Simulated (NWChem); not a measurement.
# Si3H7Cl; SMILES [SiH3][SiH]([SiH3])Cl

Give the equilibrium geometry at PBE0/def2-SVP (NWChem) as a list of bonds and angles, with the point group.

point group Cs; any orientation.
Bond lengths (Å): Si1–Si2 2.347, Si1–Si3 2.347, Si1–Cl4 2.092, Si1–H5 1.496, Si2–H6 1.496, Si2–H7 1.494, Si2–H8 1.494, Si3–H9 1.494, Si3–H10 1.496, Si3–H11 1.494. Angles (°): Si2–Si1–Si3 113.2, Si2–Si1–Cl4 107.3, Si2–Si1–H5 110.5, Si3–Si1–Cl4 107.3, Si3–Si1–H5 110.5, Cl4–Si1–H5 107.9, Si1–Si2–H6 109.7, Si1–Si2–H7 110.1, Si1–Si2–H8 109.1, H6–Si2–H7 109.4, H6–Si2–H8 109.1, H7–Si2–H8 109.5, Si1–Si3–H9 110.1, Si1–Si3–H10 109.7, Si1–Si3–H11 109.1, H9–Si3–H10 109.4, H9–Si3–H11 109.5, H10–Si3–H11 109.1.
